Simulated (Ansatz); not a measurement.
`C[CH2][GeH2][NH2]` + CH₄ → `C[CH2][GeH2][CH3]` + NH₃ at 700 K and 1 bar (formal exchange of groups at a Ge–N bond).

Program: Ansatz. Geometries: PBE0-D4/def2-TZVP. ΔE: electronic, gas phase. CCSD(T)/CBS is the MP2 limit (def2-TZVPP, def2-QZVPP) plus CCSD(T) − MP2 in def2-TZVPP, frozen cores. This one scheme is used for every species. For Ge outer-core shells are correlated without core-valence functions, which leaves a few kJ/mol of doubt a bond. Scalar relativity is left out up to krypton. Each species was taken in one conformer, which may not be the lowest.

```tsv
species	CCSD(T)/CBS energy (Eh)	H − E (kJ/mol)	S (J/(mol·K))
`C[CH2][GeH2][NH2]`	-2212.35080	365.3	477.2
CH₄	-40.46206	145.9	224.0
`C[CH2][GeH2][CH3]`	-2196.29761	396.1	485.4
NH₃	-56.50880	116.9	226.5
```

H − E and S are ideal-gas, rigid-rotor, harmonic terms from PBE0-D4/def2-TZVP, for one conformer and one mirror image of each species. 1 Eh = 2625.50 kJ/mol, R = 8.31446 J/(mol·K).

Task: By hand: ΔE, ΔH, ΔS and ΔG.

Result: ΔE = (-2196.29761) + (-56.50880) − (-2212.35080) − (-40.46206) = 0.00645 Eh = 16.9 kJ/mol. Δ(H − E) = 396.1 + 116.9 − 365.3 − 145.9 = 1.8, so ΔH = 18.7 kJ/mol. ΔS = 485.4 + 226.5 − 477.2 − 224.0 = 10.7 J/(mol·K). ΔG = 18.7 − 700 × (10.7)/1000 = 11.2 kJ/mol.

Task: By hand: the equilibrium constant, and the temperature at which ΔG would vanish if ΔH and ΔS stayed fixed.

Result: log₁₀ K = −ΔG/(RT ln 10) = -0.8. ΔG = 0 at ΔH/ΔS = 1748 K, though so small a ΔS makes that figure unsure.

TΔS isn't small against ΔH here. A doubt of 5 kJ/mol in ΔE shifts log₁₀ K by 0.4 here. Other conformers and mirror images would add mixing entropy, several J/(mol·K) or more a flexible species. These are equilibria of isolated gas molecules and say nothing of rates. Largest T1 diagnostic: 0.010 (customary marks: 0.02 for closed shells, 0.045 for open ones).
